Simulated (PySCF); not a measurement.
2-fluoropyrimidine, C4H3FN2.
SMILES with atom numbers: `[F:1][c:2]1[n:3][cH:4][cH:5][cH:6][n:7]1` (hydrogens: H8 on C4; H9 on C5; H10 on C6)

Structure used (PBE0-D3(BJ)/def2-SVP), in Å, numbered top down from 1:
```
atom  x, y, z in Å
F1     2.5163   -0.1169   -0.1756
C2     1.2068   -0.0882   -0.0694
N3     0.6073   -1.2611   -0.0568
C4    -0.7180   -1.2265    0.0482
C5    -1.4256   -0.0303    0.1391
C6    -0.6608    1.1336    0.1132
N7     0.6648    1.1099    0.0081
H8    -1.2336   -2.1934    0.0596
H9    -2.5123   -0.0063    0.2245
H10   -1.1291    2.1221    0.1789
```

The closed-shell ground state was solved at several levels (PySCF, density fitting, gas phase, non-relativistic).

| level | basis functions | total energy (Eh) | HOMO (eV) | LUMO (eV) | gap (eV) | dipole (D) |
| --- | --- | --- | --- | --- | --- | --- |
| B3LYP/pcJ-0 | 100 | -362.8679 | -7.44 | -1.91 | 5.53 | 4.30 |
| PBE/pcJ-1 | 219 | -363.1744 | -6.28 | -2.59 | 3.69 | 3.61 |
| B3LYP/pcJ-1 | 219 | -363.5753 | -7.64 | -1.87 | 5.77 | 3.89 |
| PBE0/pcJ-1 | 219 | -363.1745 | -7.91 | -1.68 | 6.23 | 3.92 |
| BHandHLYP/pcJ-1 | 219 | -363.3718 | -9.33 | -0.60 | 8.73 | 4.18 |
| PBE0/def2-SVPD | 167 | -362.9277 | -7.94 | -1.74 | 6.20 | 3.86 |
| CAM-B3LYP/pcJ-1 | 219 | -363.4209 | -9.36 | -0.53 | 8.83 | 4.01 |
| B3LYP/cc-pVTZ | 252 | -363.7014 | -7.58 | -1.79 | 5.79 | 3.66 |
| KT2/pcJ-1 | 219 | -369.4675 | -6.47 | -2.51 | 3.96 | 3.62 |
| B97-2/pcJ-1 | 219 | -363.4497 | -7.63 | -1.73 | 5.90 | 3.89 |
| LDA/pcJ-1 | 219 | -360.6878 | -6.46 | -2.88 | 3.58 | 3.79 |

(1) What might B3LYP/def2-TZVP (235 basis functions) give for the same quantities?

(2) Over all these levels, which gives the widest orbital gap and which the narrowest?

(3) How much does the basis alone move the frontier levels among the 4 B3LYP rows (the withheld one included)?

(4) In the pcJ-1 basis, how does the gap go with the fixed share of exact exchange?

(5) How far do the dipole and the HOMO energy spread over the levels?

Results:

(1) Total energy -363.7156 Eh, HOMO -7.64 eV, LUMO -1.86 eV, gap 5.78 eV, dipole 3.77 D.

(2) CAM-B3LYP/pcJ-1 (range-separated hybrid) has the widest, 8.83 eV, and LDA/pcJ-1 (LDA) the narrowest, 3.58 eV. The two share the basis. From the narrowest to the widest the HOMO moves by -2.90 eV and the LUMO by +2.35 eV.

(3) The HOMO by 0.20 eV and the LUMO by 0.12 eV. By rising basis size (HOMO, LUMO in eV): pcJ-0 -7.44, -1.91; pcJ-1 -7.64, -1.87; def2-TZVP -7.64, -1.86; cc-pVTZ -7.58, -1.79.

(4) LDA (0 %) 3.58 eV; PBE (0 %) 3.69 eV; KT2 (0 %) 3.96 eV; B3LYP (20 %) 5.77 eV; B97-2 (21 %) 5.90 eV; PBE0 (25 %) 6.23 eV; BHandHLYP (50 %) 8.73 eV. Each rise in the share widens the gap here.

(5) The dipole runs from 3.61 to 4.30 D (mean 3.88 D) and the HOMO from -9.36 to -6.28 eV.
